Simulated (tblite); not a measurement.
Run record: tight-binding relaxation, `C[CH2][Ge@H]([NH][GeH3])[O]C`.

Computed with GFN2-xTB geometry optimisation, gas phase (tblite 0.8.0). Start geometry: from a force field or distance geometry. The input is one job of a driver script: a line of settings, then coordinates in Å.

Command:
```bash
OMP_NUM_THREADS=1 python probes_run.py task.json out
```

Input:
```
{"job": {"kind": "relax", "xc": "GFN2-xTB", "basis": "xTB"}, "charge": 0, "multiplicity": 1}
C     -1.633600    -1.795700     0.044500
C     -1.356800    -0.733900    -1.028700
Ge     0.168500     0.292400    -0.327600
N      1.246500    -0.898500     0.538400
Ge     2.980100    -0.355600     0.813500
O     -0.462300     1.545400     0.800000
C     -1.114300     2.555600     0.095800
H     -0.799400    -1.880500     0.765000
H     -2.563500    -1.544000     0.621100
H     -1.799300    -2.787000    -0.435300
H     -2.265000    -0.122700    -1.134800
H     -1.050900    -1.255700    -1.945800
H      0.840300     1.051600    -1.470600
H      1.155000    -1.869400     0.176900
H      3.317600    -0.573100     2.314000
H      3.266000     1.095200     0.396700
H      3.971200    -1.256200     0.014000
H     -1.831900     2.160100    -0.643000
H     -1.694400     3.180300     0.819200
H     -0.378900     3.202300    -0.416300
```

Question: Give the output.

Answer: 
```
step      E/eV     max force
  0    -649.71153    1.316
  1    -649.83369    0.664
  2    -649.91408    0.793
  3    -649.95461    0.593
  4    -649.99142    0.430
  5    -650.01341    0.315
  6    -650.03305    0.309
  7    -650.04921    0.314
  8    -650.06604    0.288
  9    -650.08038    0.223
... (229 lines left out)
239    -650.47752    0.034
240    -650.47763    0.031
241    -650.47772    0.020
242    -650.47780    0.028
243    -650.47787    0.019
244    -650.47792    0.024
245    -650.47797    0.021
246    -650.47802    0.013
247    -650.47805    0.013
248    -650.47808    0.010
```

«max force» is the largest atomic force in eV/Å.

Question: From which step on does the largest force stay under 0.1 eV/Å, and how much energy is left to gain from there?

Answer: From step 216 (0.048 eV/Å), 7.2 meV above the end.

Main results: energy lowered by 17.7 kcal/mol over 248 steps; largest atomic force 0.010 eV/Å at the end.

Question: Give the final coordinates.

Answer: 0.945 Å rms from the input after alignment:
```
atom  x, y, z in Å
C1    -1.6521   -1.6686    0.2072
C2    -1.3858   -0.9947   -1.1301
Ge3    0.2806    0.1172   -1.0904
N4     1.7908   -0.6659   -0.4794
Ge5    2.4593   -0.1143    1.1303
O6     0.2095    1.3286    0.2126
C7    -0.7212    2.3796    0.3037
H8    -0.8337   -2.3397    0.4663
H9    -1.7405   -0.9253    0.9984
H10   -2.5735   -2.2484    0.1746
H11   -2.2199   -0.3459   -1.4012
H12   -1.2944   -1.7398   -1.9203
H13    0.5450    0.8659   -2.4006
H14    1.9602   -1.6269   -0.7279
H15    1.4884   -0.2258    2.2651
H16    2.9644    1.2768    0.9815
H17    3.6081   -1.0544    1.3834
H18   -1.7488    2.0048    0.3248
H19   -0.5212    2.9133    1.2337
H20   -0.6202    3.0742   -0.5346
```

Question: Estimate the wall time. Hardware: Arm Neoverse N1, one thread, no GPU, shared host.

Answer: About 3.8 s.
Labels such as C1 count atoms from 1, the log's own numbers from 0.
